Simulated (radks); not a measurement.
Results of a calculation; reference values are marked as such.
Task: Coherent X-ray form factor from a spherical all-electron density. Code: a radial shooting solver on a logarithmic mesh with Libxc functionals. Model: scalar-relativistic Kohn-Sham, RPBE, spin-polarised, spherical densities, finite nucleus; Fermi nuclear charge, rms radius of each element as measured or else 0.836 A^(1/3) + 0.57 fm.

| sin(theta)/lambda (1/angstrom) | f0 (electrons) |
|---|---|
| 0.05 | 36.245 |
| 0.1 | 34.432 |
| 0.15 | 32.252 |
| 0.2 | 30.027 |
| 0.25 | 27.873 |
| 0.3 | 25.873 |
| 0.4 | 22.505 |
| 0.5 | 19.876 |
| 0.6 | 17.669 |
| 0.8 | 13.859 |
| 1 | 10.805 |
| 1.25 | 8.235 |
| 1.5 | 6.767 |
| 2 | 5.313 |

The species is in the configuration that NIST lists as its ground one. Which atom or ion scatters so?

Result: The strontium ion Sr+, [Kr] 5s1. Extrapolating in s^2 from the first two rows gives f0(0) = 36.8, near the electron count 37; among species with that count, the fall with angle is slower the higher Z, and the table is that of Z = 38; from so few rows the species is fixed only to a neighbour or two.
